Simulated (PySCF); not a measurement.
Several compounds and their computed core spectra got separated.

Theory: delta-SCF UKS SCAN, pcX-2 on the ionised atom, pcseg-1 elsewhere, spin-free X2C (PySCF 2.14.0). Geometries: GFN2-xTB; isolated species, one conformer each.

Line lists (1s up to Mg, 2p3/2 beyond; areas count atoms within a level, one atom standing for each set equivalent by bonding):
1. C 1s: 290.80 (area 1), 291.43 (area 1), 292.22 (area 1), 292.98 (area 1) eV; N 1s: 405.68 (area 1), 405.88 (area 1) eV; S 2p3/2: 170.63 eV
2. C 1s: 291.11 (area 1), 292.18 (area 1), 292.40 (area 1), 292.55 (area 1) eV; N 1s: 405.18 eV; P 2p3/2: 136.71 eV
3. C 1s: 299.57 eV; O 1s: 539.40 eV; F 1s: 695.47 eV; S 2p3/2: 175.77 eV; Cl 2p3/2: 207.47 eV

Structures:
A. `n1c(C#C)scn1`
B. `O=S(=O)(Cl)C(F)(F)F`
C. `C(CC#N)C#P`

Match each list to its structure.

- 1 = A: no other candidate has this set of levels. C 1s: 290.80 terminal alkyne carbon, 291.43 alkyne carbon, 292.22 aromatic CH next to a ring nitrogen, 292.98 substituted aromatic carbon; N 1s: 405.68 pyridine-type nitrogen, 405.88 pyridine-type nitrogen; S 2p3/2: 170.63 thiophene-type sulfur.
- 2 = C: no other candidate has this set of levels. C 1s: 291.11 triply bonded carbon, 292.18 chain CH2 carbon, 292.40 nitrile carbon, 292.55 sp3 carbon next to a nitrile; N 1s: 405.18 nitrile nitrogen; P 2p3/2: 136.71 phosphorus bonded to C.
- 3 = B: no other candidate has this set of levels. C 1s: 299.57 CF3 carbon; O 1s: 539.40 sulfonyl oxygen (×2); F 1s: 695.47 fluorine of a CF3 group (×3); S 2p3/2: 175.77 sulfonyl sulfur; Cl 2p3/2: 207.47 chlorine bonded to S.

The 2p values add to the ΔSCF energy of one spin-free hole a correction within the shell (spin–orbit coupling, ligand field). 2 of these hole states are spin-contaminated (⟨S²⟩ up to 0.99, against 0.75; counted from 0.85) and less certain.
